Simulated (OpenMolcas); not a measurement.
Computed levels of 5d5 in ions with 73 electrons, in cm-1 above 6S 5/2.

| Quantity | Value |
| --- | --- |
| Program | OpenMolcas |
| Method | SS-RASPT2, IPEA 0.25 Eh, imaginary shift 0.1 Eh |
| Basis | ANO-RCC-VTZP |
| Scalar Hamiltonian | DKH2, point nucleus |
| Spin-orbit coupling | state interaction with AMFI integrals over the reference wave functions, term energies averaged over their components |

Active space for each ion: 11 electrons in 8 orbitals (RAS1 5p, at most 2 holes; RAS2 5d); closed shells correlated by CASPT2: 5s.

```
    Level   Os3+   Pt5+   Au6+
   4G 7/2  21770  25740  27850
  4G 11/2  22780  27430  29880
   4G 9/2  23530  28800  31690
   4P 1/2  25180  30800  33850
   4D 1/2  31350  40440  45790
  2I 11/2  33030  40780  45370
  2I 13/2  35970  45090  50390
   2H 9/2  41820  52150  57990
2G 7/2(1)  42730  53500  59630
```

**Question.** Estimate 4G 7/2, 4G 11/2 for Ir4+ from its neighbours Os3+ and Pt5+.

**Answer.** 4G 7/2 is another term, which grows about linearly with the charge: (21770 + 25740) / 2 = 23755. The calculation gives 23660, so the estimate is off by +0.4 %.
4G 11/2 is another term, which grows about linearly with the charge: (22780 + 27430) / 2 = 25105. The calculation gives 25020, so the estimate is off by +0.3 %.

Mixed levels, with the weight of the term that names them: Os3+ 4G 7/2 (69 %), Os3+ 4P 1/2 (61 %), Os3+ 4D 1/2 (65 %), Os3+ 2H 9/2 (52 %), Os3+ 2G 7/2(1) (50 %), Ir4+ 4G 7/2 (63 %), Ir4+ 4P 1/2 (60 %), Ir4+ 4D 1/2 (66 %), Ir4+ 2I 11/2 (73 %), Ir4+ 2H 9/2 (52 %), Ir4+ 2G 7/2(1) (56 %), Pt5+ 4G 7/2 (59 %), Pt5+ 4G 11/2 (74 %), Pt5+ 4P 1/2 (59 %), Pt5+ 4D 1/2 (66 %), Pt5+ 2I 11/2 (70 %), Pt5+ 2H 9/2 (52 %), Pt5+ 2G 7/2(1) (58 %), Au6+ 6S 5/2 (74 %), Au6+ 4G 7/2 (55 %), Au6+ 4G 11/2 (68 %), Au6+ 4G 9/2 (74 %), Au6+ 4P 1/2 (59 %), Au6+ 4D 1/2 (68 %), Au6+ 2I 11/2 (67 %), Au6+ 2H 9/2 (52 %), Au6+ 2G 7/2(1) (59 %).

Term energies are means over components that CASPT2 splits; among the terms shown or strongly mixed into the levels shown the widest spread is 410 cm-1 (5d5 2F(2), Os3+). Active for correlation alone: 5p; no level in the range computed is led by a configuration that opens it, so any true level of that kind is missing. Levels of configurations outside the active space are missing.

A number in round brackets counts repeated terms of one configuration in the order of the reference energies.
